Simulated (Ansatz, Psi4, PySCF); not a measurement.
Cl$_{4}$Ti, singlet, at a GFN2-xTB geometry (such geometries of metal compounds can be far from the true shape), atoms displaced at random by about 0.03 Å a coordinate. Base run: B3LYP/STO-3G, gradient run with PySCF.

Input for PySCF:
```python
from pyscf import gto, scf, dft

mol = gto.M(
    atom='''
Ti    0.030860   -0.017704   -0.043113
Cl    1.664270   -0.512637   -1.068513
Cl    0.567606    0.484054    1.927463
Cl   -0.907773    1.679810   -0.893444
Cl   -1.314822   -1.537589    0.028070
''',
    basis='sto-3g',
    charge=0,
    spin=0,
    verbose=4,
)

mf = dft.RKS(mol)
mf.xc = 'b3lyp'
mf.kernel()
g = mf.nuc_grad_method()
grad = g.kernel()
```

Programs used: Ansatz (a quantum-chemistry and plane-wave program), Psi4, PySCF; a row that names a program was run with it.

The coordinate followed is x of atom 1.

The base run was repeated with changes; each row names its change, and settings that it needs were set with it.

| change | dE/dx (Eh/bohr) | net force (Eh/bohr) |
|---|---|---|
| base | 0.042896 | 0.000072 |
| density fitting = on | 0.042896 | 0.000072 |
| finite difference step (bohr) = 1e-4; conv_tol = 1e-11 | 0.042896 | - |
| finite difference step (bohr) = 1e-5; conv_tol = 1e-11 | 0.042896 | - |
| finite difference step (bohr) = 1e-3; conv_tol = 1e-11 | 0.042896 | - |
| code = ansatz | 0.042887 | 0.000000 |
| density fitting = on; auxbasis_response = off | 0.042890 | 0.000151 |
| grids.level = 5; grid_response = off | 0.042894 | 0.000039 |
| grids.level = 1; grid_response = on | 0.042889 | 0.000000 |
| code = psi4 | 0.042884 | 0.000290 |
| grids.level = 1; grid_response = off | 0.042920 | 0.002420 |
| finite difference step (bohr) = 0.01; conv_tol = 1e-11 | 0.042901 | - |

The net force is zero for an exact gradient.
